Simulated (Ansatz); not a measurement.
Harmonic vibrations of `B[Si](C)(N)O` by finite differences.

```yaml
crystal:
  periodic: [false, false, false]
  atoms:
    - {symbol: B, position_ang: [-0.594744, 1.002409, 1.677388]}
    - {symbol: Si, position_ang: [0.260080, 0.119440, 0.095149]}
    - {symbol: C, position_ang: [-0.726934, 0.050633, -1.490780]}
    - {symbol: N, position_ang: [0.469517, -1.519069, 0.571471]}
    - {symbol: O, position_ang: [1.658632, 0.977124, -0.155542]}
    - {symbol: H, position_ang: [-0.025962, 1.015802, 2.732535]}
    - {symbol: H, position_ang: [-1.694953, 1.475417, 1.660623]}
    - {symbol: H, position_ang: [-1.696558, -0.427004, -1.330571]}
    - {symbol: H, position_ang: [-0.907539, 1.056654, -1.876597]}
    - {symbol: H, position_ang: [-0.200093, -0.513164, -2.267528]}
    - {symbol: H, position_ang: [0.374359, -2.294523, -0.062383]}
    - {symbol: H, position_ang: [0.949475, -1.777843, 1.417152]}
    - {symbol: H, position_ang: [2.155121, 0.799325, -0.956217]}
basis:
  gaussian: {orbitals: def2-TZVP}
hamiltonian: {xc: pbe0, dispersion: d4}
phonons: {temperatures: {t_min: 298.15, t_max: 900, t_step: 200}}
```

```sh
$ ansatz run in.yaml --threads 4 --pin off --events-out ev --progress --plain
```

Shortened log:

```
Functional definition: PBE0
mean field -13252.67653234 eV, -487.0268795766 hartree, gradient 3.5e-5 eV, S^2 0.000000; 0 other end points of the search recorded, 0 dependent functions left out
mean field -13252.67642727 eV, -487.0268757154 hartree, gradient 2.8e-6 eV, S^2 0.000000; 0 other end points of the search recorded, 0 dependent functions left out
mean field -13252.67644102 eV, -487.0268762208 hartree, gradient 3.0e-6 eV, S^2 0.000000; 0 other end points of the search recorded, 0 dependent functions left out
mean field -13252.67649921 eV, -487.0268783592 hartree, gradient 9.7e-7 eV, S^2 0.000000; 0 other end points of the search recorded, 0 dependent functions left out
mean field -13252.67647426 eV, -487.0268774423 hartree, gradient 2.3e-6 eV, S^2 0.000000; 0 other end points of the search recorded, 0 dependent functions left out
mean field -13252.67645485 eV, -487.0268767288 hartree, gradient 1.4e-6 eV, S^2 0.000000; 0 other end points of the search recorded, 0 dependent functions left out
mean field -13252.67641833 eV, -487.0268753867 hartree, gradient 7.4e-7 eV, S^2 0.000000; 0 other end points of the search recorded, 0 dependent functions left out
mean field -13252.67641497 eV, -487.0268752634 hartree, gradient 1.4e-6 eV, S^2 0.000000; 0 other end points of the search recorded, 0 dependent functions left out
mean field -13252.67642408 eV, -487.0268755984 hartree, gradient 1.4e-6 eV, S^2 0.000000; 0 other end points of the search recorded, 0 dependent functions left out
mean field -13252.67642127 eV, -487.0268754950 hartree, gradient 1.4e-6 eV, S^2 0.000000; 0 other end points of the search recorded, 0 dependent functions left out
mean field -13252.67640066 eV, -487.0268747377 hartree, gradient 1.3e-6 eV, S^2 0.000000; 0 other end points of the search recorded, 0 dependent functions left out
mean field -13252.67642855 eV, -487.0268757623 hartree, gradient 1.4e-6 eV, S^2 0.000000; 0 other end points of the search recorded, 0 dependent functions left out
mean field -13252.67641365 eV, -487.0268752148 hartree, gradient 1.4e-6 eV, S^2 0.000000; 0 other end points of the search recorded, 0 dependent functions left out
mean field -13252.67637390 eV, -487.0268737541 hartree, gradient 1.4e-6 eV, S^2 0.000000; 0 other end points of the search recorded, 0 dependent functions left out
mean field -13252.67639987 eV, -487.0268747085 hartree, gradient 1.4e-6 eV, S^2 0.000000; 0 other end points of the search recorded, 0 dependent functions left out
mean field -13252.67637649 eV, -487.0268738493 hartree, gradient 1.4e-6 eV, S^2 0.000000; 0 other end points of the search recorded, 0 dependent functions left out
mean field -13252.67637476 eV, -487.0268737859 hartree, gradient 1.4e-6 eV, S^2 0.000000; 0 other end points of the search recorded, 0 dependent functions left out
mean field -13252.67637398 eV, -487.0268737570 hartree, gradient 9.4e-7 eV, S^2 0.000000; 0 other end points of the search recorded, 0 dependent functions left out
mean field -13252.67643317 eV, -487.0268759323 hartree, gradient 1.4e-6 eV, S^2 0.000000; 0 other end points of the search recorded, 0 dependent functions left out
mean field -13252.67649418 eV, -487.0268781745 hartree, gradient 1.4e-6 eV, S^2 0.000000; 0 other end points of the search recorded, 0 dependent functions left out
mean field -13252.67648228 eV, -487.0268777370 hartree, gradient 1.4e-6 eV, S^2 0.000000; 0 other end points of the search recorded, 0 dependent functions left out
mean field -13252.67630991 eV, -487.0268714024 hartree, gradient 1.4e-6 eV, S^2 0.000000; 0 other end points of the search recorded, 0 dependent functions left out
mean field -13252.67637029 eV, -487.0268736216 hartree, gradient 1.4e-6 eV, S^2 0.000000; 0 other end points of the search recorded, 0 dependent functions left out
mean field -13252.67636227 eV, -487.0268733269 hartree, gradient 1.4e-6 eV, S^2 0.000000; 0 other end points of the search recorded, 0 dependent functions left out
mean field -13252.67634114 eV, -487.0268725504 hartree, gradient 1.4e-6 eV, S^2 0.000000; 0 other end points of the search recorded, 0 dependent functions left out
mean field -13252.67645239 eV, -487.0268766384 hartree, gradient 1.4e-6 eV, S^2 0.000000; 0 other end points of the search recorded, 0 dependent functions left out
mean field -13252.67639021 eV, -487.0268743534 hartree, gradient 1.4e-6 eV, S^2 0.000000; 0 other end points of the search recorded, 0 dependent functions left out
mean field -13252.67651676 eV, -487.0268790043 hartree, gradient 1.4e-6 eV, S^2 0.000000; 0 other end points of the search recorded, 0 dependent functions left out
mean field -13252.67647590 eV, -487.0268775026 hartree, gradient 1.2e-6 eV, S^2 0.000000; 0 other end points of the search recorded, 0 dependent functions left out
mean field -13252.67640168 eV, -487.0268747752 hartree, gradient 1.4e-6 eV, S^2 0.000000; 0 other end points of the search recorded, 0 dependent functions left out
mean field -13252.67640939 eV, -487.0268750584 hartree, gradient 1.4e-6 eV, S^2 0.000000; 0 other end points of the search recorded, 0 dependent functions left out
mean field -13252.67650759 eV, -487.0268786670 hartree, gradient 2.2e-6 eV, S^2 0.000000; 0 other end points of the search recorded, 0 dependent functions left out
mean field -13252.67651242 eV, -487.0268788448 hartree, gradient 2.3e-6 eV, S^2 0.000000; 0 other end points of the search recorded, 0 dependent functions left out
mean field -13252.67653375 eV, -487.0268796287 hartree, gradient 9.7e-7 eV, S^2 0.000000; 0 other end points of the search recorded, 0 dependent functions left out
[...]
mean field -13252.67650354 eV, -487.0268785182 hartree, gradient 8.9e-7 eV, S^2 0.000000; 0 other end points of the search recorded, 0 dependent functions left out
mean field -13252.67650957 eV, -487.0268787401 hartree, gradient 1.3e-6 eV, S^2 0.000000; 0 other end points of the search recorded, 0 dependent functions left out
mean field -13252.67652808 eV, -487.0268794203 hartree, gradient 1.4e-6 eV, S^2 0.000000; 0 other end points of the search recorded, 0 dependent functions left out
mean field -13252.67651224 eV, -487.0268788381 hartree, gradient 9.2e-7 eV, S^2 0.000000; 0 other end points of the search recorded, 0 dependent functions left out
mean field -13252.67652231 eV, -487.0268792082 hartree, gradient 9.2e-7 eV, S^2 0.000000; 0 other end points of the search recorded, 0 dependent functions left out
mean field -13252.67644469 eV, -487.0268763557 hartree, gradient 3.0e-6 eV, S^2 0.000000; 0 other end points of the search recorded, 0 dependent functions left out
mean field -13252.67643930 eV, -487.0268761577 hartree, gradient 1.9e-6 eV, S^2 0.000000; 0 other end points of the search recorded, 0 dependent functions left out
mean field -13252.67649865 eV, -487.0268783385 hartree, gradient 1.0e-6 eV, S^2 0.000000; 0 other end points of the search recorded, 0 dependent functions left out
mean field -13252.67651937 eV, -487.0268791002 hartree, gradient 1.1e-6 eV, S^2 0.000000; 0 other end points of the search recorded, 0 dependent functions left out
mean field -13252.67649515 eV, -487.0268782101 hartree, gradient 9.0e-7 eV, S^2 0.000000; 0 other end points of the search recorded, 0 dependent functions left out
mean field -13252.67650366 eV, -487.0268785228 hartree, gradient 1.0e-6 eV, S^2 0.000000; 0 other end points of the search recorded, 0 dependent functions left out
mean field -13252.67649739 eV, -487.0268782923 hartree, gradient 1.1e-6 eV, S^2 0.000000; 0 other end points of the search recorded, 0 dependent functions left out
mean field -13252.67649400 eV, -487.0268781676 hartree, gradient 9.4e-7 eV, S^2 0.000000; 0 other end points of the search recorded, 0 dependent functions left out
mean field -13252.67646502 eV, -487.0268771029 hartree, gradient 1.5e-6 eV, S^2 0.000000; 0 other end points of the search recorded, 0 dependent functions left out
mean field -13252.67648605 eV, -487.0268778755 hartree, gradient 1.3e-6 eV, S^2 0.000000; 0 other end points of the search recorded, 0 dependent functions left out
mean field -13252.67652758 eV, -487.0268794018 hartree, gradient 1.9e-6 eV, S^2 0.000000; 0 other end points of the search recorded, 0 dependent functions left out
mean field -13252.67652762 eV, -487.0268794033 hartree, gradient 1.9e-6 eV, S^2 0.000000; 0 other end points of the search recorded, 0 dependent functions left out
mean field -13252.67642447 eV, -487.0268756126 hartree, gradient 1.4e-6 eV, S^2 0.000000; 0 other end points of the search recorded, 0 dependent functions left out
mean field -13252.67645734 eV, -487.0268768206 hartree, gradient 2.0e-6 eV, S^2 0.000000; 0 other end points of the search recorded, 0 dependent functions left out
mean field -13252.67646098 eV, -487.0268769543 hartree, gradient 1.7e-6 eV, S^2 0.000000; 0 other end points of the search recorded, 0 dependent functions left out
mean field -13252.67647185 eV, -487.0268773537 hartree, gradient 9.5e-7 eV, S^2 0.000000; 0 other end points of the search recorded, 0 dependent functions left out
mean field -13252.67650735 eV, -487.0268786585 hartree, gradient 2.3e-6 eV, S^2 0.000000; 0 other end points of the search recorded, 0 dependent functions left out
mean field -13252.67649072 eV, -487.0268780473 hartree, gradient 2.4e-6 eV, S^2 0.000000; 0 other end points of the search recorded, 0 dependent functions left out
mean field -13252.67649915 eV, -487.0268783571 hartree, gradient 1.3e-6 eV, S^2 0.000000; 0 other end points of the search recorded, 0 dependent functions left out
mean field -13252.67651763 eV, -487.0268790362 hartree, gradient 1.0e-6 eV, S^2 0.000000; 0 other end points of the search recorded, 0 dependent functions left out
mean field -13252.67644141 eV, -487.0268762351 hartree, gradient 1.7e-6 eV, S^2 0.000000; 0 other end points of the search recorded, 0 dependent functions left out
mean field -13252.67641166 eV, -487.0268751419 hartree, gradient 1.4e-6 eV, S^2 0.000000; 0 other end points of the search recorded, 0 dependent functions left out
mean field -13252.67648341 eV, -487.0268777786 hartree, gradient 2.4e-6 eV, S^2 0.000000; 0 other end points of the search recorded, 0 dependent functions left out
mean field -13252.67647967 eV, -487.0268776411 hartree, gradient 2.2e-6 eV, S^2 0.000000; 0 other end points of the search recorded, 0 dependent functions left out
mean field -13252.67652329 eV, -487.0268792443 hartree, gradient 1.8e-6 eV, S^2 0.000000; 0 other end points of the search recorded, 0 dependent functions left out
mean field -13252.67652474 eV, -487.0268792976 hartree, gradient 1.9e-6 eV, S^2 0.000000; 0 other end points of the search recorded, 0 dependent functions left out
mean field -13252.67641645 eV, -487.0268753178 hartree, gradient 1.4e-6 eV, S^2 0.000000; 0 other end points of the search recorded, 0 dependent functions left out
mean field -13252.67641803 eV, -487.0268753758 hartree, gradient 1.4e-6 eV, S^2 0.000000; 0 other end points of the search recorded, 0 dependent functions left out
Total energy: -13252.90137522 eV, -487.0351424002 hartree
Atom 0 at    -0.594744     1.002409     1.677388 Å, force    -0.001041     0.000725     0.000120 eV/Å
Atom 1 at     0.260080     0.119440     0.095149 Å, force     0.001611    -0.001133     0.000990 eV/Å
Atom 2 at    -0.726934     0.050633    -1.490780 Å, force     0.000179     0.000725    -0.000772 eV/Å
Atom 3 at     0.469517    -1.519069     0.571471 Å, force     0.000538    -0.000354     0.000214 eV/Å
Atom 4 at     1.658632     0.977124    -0.155542 Å, force    -0.000269     0.000239    -0.000803 eV/Å
Atom 5 at    -0.025962     1.015802     2.732535 Å, force     0.000286     0.000243    -0.000316 eV/Å
Atom 6 at    -1.694953     1.475417     1.660623 Å, force     0.001079    -0.001107     0.000276 eV/Å
Atom 7 at    -1.696558    -0.427004    -1.330571 Å, force    -0.000318    -0.000437    -0.000210 eV/Å
Atom 8 at    -0.907539     1.056654    -1.876597 Å, force    -0.000191     0.000352    -0.000546 eV/Å
Atom 9 at    -0.200093    -0.513164    -2.267528 Å, force    -0.000008     0.000675    -0.000814 eV/Å
Atom 10 at     0.374359    -2.294523    -0.062383 Å, force    -0.000363     0.000485     0.000230 eV/Å
Atom 11 at     0.949475    -1.777843     1.417152 Å, force    -0.000088     0.000555     0.000464 eV/Å
Atom 12 at     2.155121     0.799325    -0.956217 Å, force    -0.001414    -0.000968     0.001167 eV/Å
Dipole moment:     0.079913    -0.357428    -0.288678 e Å
Vibrations: 99.59 139.57 149.34 181.85 212.21 246.70 274.59 301.90 313.54 380.51 595.58 613.61 697.90 742.83 759.08 801.77 844.76 892.15 900.87 924.08 1175.91 1275.74 1450.36 1452.93 1578.40 2573.37 2651.20 3042.79 3120.93 3137.68 3611.89 3711.03 3905.66 cm⁻¹, zero-point energy 2.650803 eV
```

It took 3 min on 4 threads of a server CPU on a shared host, with 0.6 GiB of host memory at the peak.
